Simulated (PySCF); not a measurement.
Atomic charges against the basis set

Compound: CH6BOP.
Bonds: C1–O2, O2–B3, B3–P4. Hydrogens: H5, H6, H7 on C1; H8 on B3; H9, H10 on P4.

PBE0 throughout (PySCF), one geometry, spherical d and f functions. Isolated species at its PBE0-D3(BJ)/def2-SVP geometry (one conformer only). Atoms taken as equivalent share a column and are averaged.

Mulliken charges (e):

```csv
basis,functions,C1,O2,B3,P4,H5/H6/H7,H8,H9/H10
STO-3G,30,-0.126,-0.220,+0.084,+0.182,+0.096,-0.056,-0.077
6-31G,52,-0.258,-0.499,+0.225,-0.071,+0.191,-0.005,+0.018
pcSseg-0,52,-0.339,-0.620,+0.306,-0.341,+0.243,+0.071,+0.096
6-31G*,72,-0.297,-0.360,+0.182,-0.190,+0.190,-0.002,+0.049
cc-pVDZ,90,+0.050,-0.152,+0.035,-0.137,+0.059,-0.033,+0.030
def2-SVP,90,+0.092,-0.221,+0.050,-0.103,+0.058,-0.016,+0.012
aug-cc-pVDZ,150,+1.024,-0.508,-0.380,-0.975,-0.206,+0.684,+0.387
"6-311+G(2d,p)",152,-0.360,-0.355,+0.325,-0.244,+0.161,+0.007,+0.071
def2-TZVP,166,-0.239,-0.205,+0.114,-0.256,+0.137,+0.017,+0.079
cc-pVTZ,208,-0.121,-0.157,+0.048,-0.141,+0.100,0.000,+0.036
IGLO-III,209,-0.233,-0.353,+0.292,+0.088,+0.132,-0.058,-0.067
```

IAO charges (e):

| basis | functions | C1 | O2 | B3 | P4 | H5/H6/H7 | H8 | H9/H10 |
| --- | --- | --- | --- | --- | --- | --- | --- | --- |
| STO-3G | 30 | -0.253 | -0.215 | -0.005 | +0.150 | +0.139 | -0.005 | -0.045 |
| 6-31G | 52 | -0.243 | -0.321 | +0.060 | -0.026 | +0.157 | +0.019 | +0.020 |
| pcSseg-0 | 52 | -0.223 | -0.310 | +0.048 | -0.044 | +0.152 | +0.016 | +0.028 |
| 6-31G* | 72 | -0.201 | -0.341 | +0.088 | +0.022 | +0.144 | +0.005 | -0.003 |
| cc-pVDZ | 90 | -0.199 | -0.334 | +0.073 | +0.016 | +0.144 | +0.008 | +0.002 |
| def2-SVP | 90 | -0.190 | -0.331 | +0.073 | +0.027 | +0.141 | +0.004 | -0.002 |
| aug-cc-pVDZ | 150 | -0.206 | -0.345 | +0.078 | +0.007 | +0.148 | +0.010 | +0.006 |
| 6-311+G(2d,p) | 152 | -0.208 | -0.349 | +0.078 | +0.026 | +0.149 | +0.009 | -0.001 |
| def2-TZVP | 166 | -0.206 | -0.350 | +0.081 | +0.027 | +0.148 | +0.008 | -0.002 |
| cc-pVTZ | 208 | -0.207 | -0.348 | +0.082 | +0.018 | +0.148 | +0.008 | +0.002 |
| IGLO-III | 209 | -0.208 | -0.351 | +0.078 | +0.031 | +0.148 | +0.008 | -0.002 |

Hirshfeld charges (e):

| basis | functions | C1 | O2 | B3 | P4 | H5/H6/H7 | H8 | H9/H10 |
| --- | --- | --- | --- | --- | --- | --- | --- | --- |
| STO-3G | 30 | +0.051 | -0.106 | +0.074 | +0.065 | +0.025 | -0.083 | -0.039 |
| 6-31G | 52 | -0.006 | -0.157 | +0.108 | -0.035 | +0.050 | -0.056 | -0.002 |
| pcSseg-0 | 52 | -0.013 | -0.143 | +0.102 | -0.015 | +0.048 | -0.067 | -0.004 |
| 6-31G* | 72 | -0.007 | -0.149 | +0.118 | -0.037 | +0.047 | -0.058 | -0.004 |
| cc-pVDZ | 90 | -0.023 | -0.135 | +0.110 | -0.012 | +0.047 | -0.065 | -0.008 |
| def2-SVP | 90 | -0.024 | -0.143 | +0.112 | -0.005 | +0.048 | -0.067 | -0.008 |
| aug-cc-pVDZ | 150 | -0.034 | -0.161 | +0.124 | -0.004 | +0.050 | -0.059 | -0.007 |
| 6-311+G(2d,p) | 152 | -0.026 | -0.168 | +0.125 | -0.002 | +0.049 | -0.060 | -0.009 |
| def2-TZVP | 166 | -0.030 | -0.161 | +0.126 | -0.008 | +0.049 | -0.061 | -0.007 |
| cc-pVTZ | 208 | -0.031 | -0.155 | +0.125 | -0.010 | +0.049 | -0.062 | -0.008 |
| IGLO-III | 209 | -0.036 | -0.166 | +0.127 | +0.002 | +0.049 | -0.062 | -0.006 |

ESP-fitted charges (e):

```
        basis  functions      C1      O2      B3      P4  H5/H6/H7      H8  H9/H10
       STO-3G         30  -0.077  -0.262  +0.405  -0.266    +0.080  -0.169  +0.065
        6-31G         52  +0.135  -0.488  +0.504  -0.481    +0.058  -0.122  +0.138
     pcSseg-0         52  +0.051  -0.491  +0.578  -0.544    +0.085  -0.154  +0.153
       6-31G*         72  +0.021  -0.354  +0.399  -0.390    +0.073  -0.107  +0.106
      cc-pVDZ         90  +0.038  -0.335  +0.359  -0.331    +0.065  -0.103  +0.088
     def2-SVP         90  +0.074  -0.369  +0.398  -0.349    +0.059  -0.116  +0.094
  aug-cc-pVDZ        150  -0.027  -0.330  +0.374  -0.305    +0.079  -0.108  +0.079
6-311+G(2d,p)        152  -0.040  -0.334  +0.365  -0.306    +0.085  -0.104  +0.082
    def2-TZVP        166  -0.030  -0.331  +0.375  -0.305    +0.081  -0.109  +0.079
      cc-pVTZ        208  -0.027  -0.327  +0.373  -0.305    +0.079  -0.110  +0.079
     IGLO-III        209  -0.032  -0.327  +0.359  -0.283    +0.080  -0.107  +0.074
```

Some averages cover members that differ in this geometry, most widely: H5/H6/H7, Mulliken in aug-cc-pVDZ -0.279 to -0.163; H9/H10, Mulliken in aug-cc-pVDZ +0.355 to +0.418; H5/H6/H7, Mulliken in IGLO-III +0.115 to +0.148; H5/H6/H7, ESP-fitted in 6-31G +0.039 to +0.071 e.

Q: Which scheme is steadiest as the basis changes?

A: Largest range over the bases for any column: Hirshfeld 0.10 e, IAO 0.19 e, ESP-fitted 0.28 e, Mulliken 1.38 e. Hirshfeld charges move least and Mulliken charges most, counted in e. Without the minimal STO-3G basis the ranges are Hirshfeld 0.04, IAO 0.08, ESP-fitted 0.26, Mulliken 1.38 e.

Q: How much do the charges still move between the two largest bases, cc-pVTZ and IGLO-III?

A: At most, over all atoms: Mulliken 0.244 e, IAO 0.013 e, Hirshfeld 0.012 e, ESP-fitted 0.022 e.

Q: What do the same runs give for the total energy, the frontier levels and the dipole moment?

A: 
```json
{"basis": "STO-3G", "energy (Eh)": "-477.2163", "HOMO (eV)": "-4.02", "LUMO (eV)": "3.43", "μ (D)": "1.85"}
{"basis": "6-31G", "energy (Eh)": "-482.7667", "HOMO (eV)": "-7.08", "LUMO (eV)": "-0.25", "μ (D)": "2.10"}
{"basis": "pcSseg-0", "energy (Eh)": "-482.1297", "HOMO (eV)": "-7.21", "LUMO (eV)": "-0.41", "μ (D)": "2.34"}
{"basis": "6-31G*", "energy (Eh)": "-482.8414", "HOMO (eV)": "-7.07", "LUMO (eV)": "-0.18", "μ (D)": "1.84"}
{"basis": "cc-pVDZ", "energy (Eh)": "-482.8731", "HOMO (eV)": "-7.10", "LUMO (eV)": "-0.33", "μ (D)": "1.75"}
{"basis": "def2-SVP", "energy (Eh)": "-482.6566", "HOMO (eV)": "-7.13", "LUMO (eV)": "-0.37", "μ (D)": "1.83"}
{"basis": "aug-cc-pVDZ", "energy (Eh)": "-482.8838", "HOMO (eV)": "-7.24", "LUMO (eV)": "-0.61", "μ (D)": "1.61"}
{"basis": "6-311+G(2d,p)", "energy (Eh)": "-482.9197", "HOMO (eV)": "-7.26", "LUMO (eV)": "-0.63", "μ (D)": "1.64"}
{"basis": "def2-TZVP", "energy (Eh)": "-482.9326", "HOMO (eV)": "-7.23", "LUMO (eV)": "-0.56", "μ (D)": "1.62"}
{"basis": "cc-pVTZ", "energy (Eh)": "-482.9325", "HOMO (eV)": "-7.22", "LUMO (eV)": "-0.52", "μ (D)": "1.64"}
{"basis": "IGLO-III", "energy (Eh)": "-482.9359", "HOMO (eV)": "-7.21", "LUMO (eV)": "-0.56", "μ (D)": "1.61"}
```

The dipole is fixed by the density alone, so its range of 0.73 D shows that the density itself changes with the basis, not only its division among atoms.
